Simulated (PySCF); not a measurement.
ZnCl, SMILES [Cl][Zn] (connectivity only; charge and spin as stated), neutral, multiplicity 2. The structure is a stationary point at PBE0-D3(BJ)/def2-TZVP. The multiplicity is an assumed one; other spin states were not compared.

These are PBE0-D3(BJ)/def2-TZVP (PySCF) values and carry that method's errors.

Harmonic wavenumbers (cm⁻¹): 370. Rotational constants (GHz): 4.714 (linear); symmetry number 1.

Work out the zero-point energy and the ideal-gas rigid-rotor harmonic-oscillator thermochemistry at 298.15 K and 1 atm.

ZPE = ½ Σ hcν = ½ × 370 cm⁻¹ = 2.22 kJ/mol. H − E(el) = 11.78 kJ/mol. Entropy in J/(mol K): translation 166.28, rotation 68.04, vibration 4.51, spin 5.76, total 244.60. G − E(el) = -61.14 kJ/mol. Cp = 35.51 J/(mol K).
